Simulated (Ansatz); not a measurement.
Reaction (substitution at a C–N bond): `CN(C)B(F)S` + `[SH][SnH2][Cl]` → `C[S][SnH2][Cl]` + `CNB(F)S`

Program: Ansatz. Geometries: PBE0-D4/def2-TZVP. ΔE: electronic, gas phase. CCSD(T)/CBS is the MP2 limit (def2-TZVPP, def2-QZVPP) plus CCSD(T) − MP2 in def2-TZVPP, frozen cores. Functionals use def2-TZVPP. B3LYP here is the variant with VWN-RPA as its local correlation; programs differ in this. Elements past krypton have def2 core potentials. For Sn outer-core shells are correlated without core-valence functions, which leaves a few kJ/mol of doubt a bond. One conformer a species, not always the lowest.

```json
{"level": "PBE-D4", "ΔE (kcal/mol)": "-2.5", "difference from CCSD(T)/CBS": "-0.2"}
{"level": "ωB97M-V", "ΔE (kcal/mol)": "-2.1", "difference from CCSD(T)/CBS": "0.2"}
{"level": "B2PLYP", "ΔE (kcal/mol)": "-2.2", "difference from CCSD(T)/CBS": "0.1"}
{"level": "PBE", "ΔE (kcal/mol)": "-2.7", "difference from CCSD(T)/CBS": "-0.4"}
{"level": "r2SCAN", "ΔE (kcal/mol)": "-2.4", "difference from CCSD(T)/CBS": "-0.1"}
{"level": "B3LYP", "ΔE (kcal/mol)": "-2.6", "difference from CCSD(T)/CBS": "-0.3"}
{"level": "SCS-MP2/def2-TZVPP", "ΔE (kcal/mol)": "-1.7", "difference from CCSD(T)/CBS": "0.6"}
{"level": "CCSD/def2-TZVPP", "ΔE (kcal/mol)": "-1.2", "difference from CCSD(T)/CBS": "1.1"}
{"level": "HF/def2-QZVPP", "ΔE (kcal/mol)": "-2.5", "difference from CCSD(T)/CBS": "-0.2"}
{"level": "MP2/CBS(def2)", "ΔE (kcal/mol)": "-2.8", "difference from CCSD(T)/CBS": "-0.5"}
{"level": "CCSD(T)/CBS", "ΔE (kcal/mol)": "-2.3", "difference from CCSD(T)/CBS": "0"}
```

Largest T1 diagnostic among the species: 0.012.

In def2-TZVPP, CCSD(T) changes the Hartree–Fock value by +1.3 kcal/mol (the triples alone add +0.1 kcal/mol) and MP2 by +0.8 kcal/mol.
